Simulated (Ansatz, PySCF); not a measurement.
HgBr₂, SMILES [Br][Hg][Br]. Atoms are numbered in the order given.

```xyz
3

Hg     0.0000     0.0000     0.0000
Br     0.0000     0.0000     2.4127
Br     0.0000     0.0000    -2.4127
```
Charge 0, spin multiplicity 1.

Coordinates come from a PBE0-D3(BJ)/def2-SVP optimisation. The isomer is the one that the SMILES or the coordinates give; other isomers of the formula were not compared. The def2 effective core potentials stand for the cores of Hg; spin–orbit coupling is left out.

Two levels are set side by side: PBE-D3(BJ)/def2-SVP (Ansatz, a quantum-chemistry and plane-wave program) and PBE0-D3(BJ)/def2-SVP (Ansatz). Each level has its own optimised geometry; the coordinates shown are those of the second. Frequencies come from the Hessian of PySCF at each geometry. Differences are taken from unrounded values.

```json
[
 {"quantity": "mean bond length (Å)", "PBE0-D3(BJ)": "2.413"},
 {"quantity": "bond Hg1–Br2 (Å)", "PBE0-D3(BJ)": "2.413"},
 {"quantity": "bond Hg1–Br3 (Å)", "PBE0-D3(BJ)": "2.413"},
 {"quantity": "highest harmonic wavenumber (cm⁻¹)", "PBE0-D3(BJ)": "286"},
 {"quantity": "mean harmonic wavenumber (cm⁻¹)", "PBE0-D3(BJ)": "160"},
 {"quantity": "zero-point energy (kcal/mol)", "PBE0-D3(BJ)": "0.91"}
]
```

Q: What does PBE-D3(BJ) give, and how far is it from PBE0-D3(BJ)? (An estimate is asked for; the answer gives what the named calculation found.)

A: 
```tsv
quantity	PBE-D3(BJ)	PBE-D3(BJ) minus PBE0-D3(BJ)
mean bond length (Å)	2.435	0.023
bond Hg1–Br2 (Å)	2.435	0.023
bond Hg1–Br3 (Å)	2.435	0.023
highest harmonic wavenumber (cm⁻¹)	274	-13
mean harmonic wavenumber (cm⁻¹)	152	-8
zero-point energy (kcal/mol)	0.87	-0.04
```

GGA bonds tend to be longer and softer than those of functionals with exact exchange. Differences between two approximate levels are no errors against the true value.
